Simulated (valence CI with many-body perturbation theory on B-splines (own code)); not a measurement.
# Questions on Sb XXXVII

Level of theory: valence CI with perturbative core correlation (CI+MBPT): five valence electrons over a frozen Dirac-Fock core [Ne], radial functions for each j: 11 s, 11 p, 10 d, 8 f, 5 g, 2 h, with the one-electron correlation potential Σ1, the two-electron term Σ2, the three-electron term Σ3, Breit, model QED; selected CI, second order for the rest, scaled by the run's own slope (own B-spline code, finite nucleus).

The last digits are not significant, and no measured levels were compared; by estimate large intervals hold to a few tenths of a per cent, small ones and those within an open d or f shell to about a per cent. Among the levels kept, up to 4300 cm⁻¹ of a level comes from second order outside the variational space, and about a tenth of that is noise between levels of different J, which matters for small intervals.

Levels are named by their leading jj configuration (3d3/2^4 stands for four electrons in 3d with j = 3/2), which in mixed levels can hold well under half, so a name can repeat and another be missing.

Rates and lifetimes use the calculated energies. Strong lines usually hold to 10 to 20 %, long lifetimes can be off by a factor of two.

What is the ground level?

(3s^2 3p1/2^2 3p3/2) J=3/2, composition 42 % 3s²3p³ ²P° + 33 % 3s²3p³ ⁴S° + 24 % 3s²3p³ ²D°, g = 1.420.

How well does LS coupling describe the low levels?

Among the lowest 20 levels the leading LS term, summed over configurations, holds 53 % on average. For single configurations the figures are 48 % in LS and 82 % in jj coupling. Terms mix most in the J = 5/2 level at 12.170 Ry, where the leading one holds 26 %.

Where does the other parity begin?

At (3s^2 3p1/2^2 3d3/2) J=3/2, 10.288 Ry.

What is the ionisation energy?

2429.9 eV; NIST lists 2428 ± 5 eV (theoretical).

Among levels below 35.020 Ry, which E1 lines absorb most strongly from the ground level?

to (3s^2 3p1/2 3p3/2 3d3/2) J=3/2 at 5.575 nm, f = 0.253; to (3s^2 3p1/2 3p3/2 3d3/2) J=5/2 at 5.697 nm, f = 0.227; to (3s^2 3p1/2 3p3/2 3d5/2) J=5/2 at 5.396 nm, f = 0.0801.
